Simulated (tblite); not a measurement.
Isomers of C4H6F3O2 (doublet state). Method: GFN2-xTB as coded in tblite; computed harmonic values from a numerical Hessian at the method's own geometry, unscaled. Errors from tens to a few hundred cm⁻¹ against measured bands are possible. One conformer each. Open shells enter through the occupations alone, without spin polarisation, and single modes of such species can be off by tens of per cent.

Electronic energies: GFN2-xTB at the same geometries; isomer energies are rough at this level and their order can be wrong.

```json
{"SMILES": "C[C@@H](C[O])OC(F)(F)F", "electronic energy, lowest = 0 (kcal/mol)": "16.3"}
{"SMILES": "C[C](O)COC(F)(F)F", "electronic energy, lowest = 0 (kcal/mol)": "0.0"}
{"SMILES": "C[C@@H]([CH]O)OC(F)(F)F", "electronic energy, lowest = 0 (kcal/mol)": "3.4"}
```

Problem. How do GFN2-xTB zero-point energies change the relative energies?

Solution. 
```json
{"SMILES": "C[C](O)COC(F)(F)F", "ZPE (kcal/mol)": "62.4", "of it from modes above 1550 cm⁻¹": "26.4", "electronic (kcal/mol)": "0.0", "with ZPE, lowest = 0 (kcal/mol)": "0.0", "lowest mode (cm⁻¹)": "18", "rings": "0"}
{"SMILES": "C[C@@H]([CH]O)OC(F)(F)F", "ZPE (kcal/mol)": "62.5", "of it from modes above 1550 cm⁻¹": "26.8", "electronic (kcal/mol)": "3.4", "with ZPE, lowest = 0 (kcal/mol)": "3.5", "lowest mode (cm⁻¹)": "25", "rings": "0"}
{"SMILES": "C[C@@H](C[O])OC(F)(F)F", "ZPE (kcal/mol)": "62.0", "of it from modes above 1550 cm⁻¹": "24.7", "electronic (kcal/mol)": "16.3", "with ZPE, lowest = 0 (kcal/mol)": "16.0", "lowest mode (cm⁻¹)": "12", "rings": "0"}
```

The zero-point energies span 0.5 kcal/mol, from `C[C@@H](C[O])OC(F)(F)F` to `C[C@@H]([CH]O)OC(F)(F)F`. The order is unchanged.
